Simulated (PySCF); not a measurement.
**SrH: a composite coupled-cluster calculation**

State: ²Σ⁺, doublet, unpaired electrons σ ↑. De refers to Sr + H. ROHF-based CCSD(T) in PySCF 2.14 with Sr cc-pwCVDZ-X2C, H aug-cc-pVDZ-DK and Sr cc-pwCVTZ-X2C, H aug-cc-pVTZ-DK (frozen core orbitals: 14; spin-free X2C with a Gaussian nucleus). Correlation energies are extrapolated as n⁻³ (n = 2, 3), Hartree–Fock as (n+1)·exp(−9√n).

```json
{"Level": "CCSD(T)/DZ", "Re (Å)": "2.1985", "ωe (cm⁻¹)": "1129.2", "ωexe (cm⁻¹)": "15.4", "αe (cm⁻¹)": "0.0819", "De (eV)": "1.510"}
{"Level": "CCSD(T)/TZ", "Re (Å)": "2.1583", "ωe (cm⁻¹)": "1189.1", "ωexe (cm⁻¹)": "16.6", "αe (cm⁻¹)": "0.0791", "De (eV)": "1.691"}
{"Level": "HF/CBS", "Re (Å)": "2.1938", "ωe (cm⁻¹)": "1205.8", "ωexe (cm⁻¹)": "14.0", "αe (cm⁻¹)": "0.0669", "De (eV)": "1.457"}
{"Level": "MP2/CBS", "Re (Å)": "2.1311", "ωe (cm⁻¹)": "1240.5", "ωexe (cm⁻¹)": "14.8", "αe (cm⁻¹)": "0.0724", "De (eV)": "1.600"}
{"Level": "CCSD/CBS", "Re (Å)": "2.1489", "ωe (cm⁻¹)": "1208.3", "ωexe (cm⁻¹)": "16.2", "αe (cm⁻¹)": "0.0767", "De (eV)": "1.795"}
{"Level": "CCSD(T)/CBS", "Re (Å)": "2.1463", "ωe (cm⁻¹)": "1205.5", "ωexe (cm⁻¹)": "16.5", "αe (cm⁻¹)": "0.0779", "De (eV)": "1.744"}
```

Question: How much is left between CCSD(T)/TZ and the basis-set limit, and how much do the triples give at the limit?

Answer: CCSD(T)/CBS less CCSD(T)/TZ: -12.0 mÅ in Re, +16.4 cm⁻¹ in ωe and +0.053 eV in De. CCSD(T)/CBS less CCSD/CBS: -2.6 mÅ in Re, -2.8 cm⁻¹ in ωe and -0.051 eV in De.

The T1 diagnostic is 0.024. The state was picked by a PBE0 search and need not be the measured ground state. Spin–orbit coupling, excitations beyond (T) and corrections to the Born–Oppenheimer picture are left out.

The whole job (state search and all basis sets along the bond) took about 3.5 min on 4 threads of Arm Neoverse V1 (shared host), peak memory 3.5 GiB.
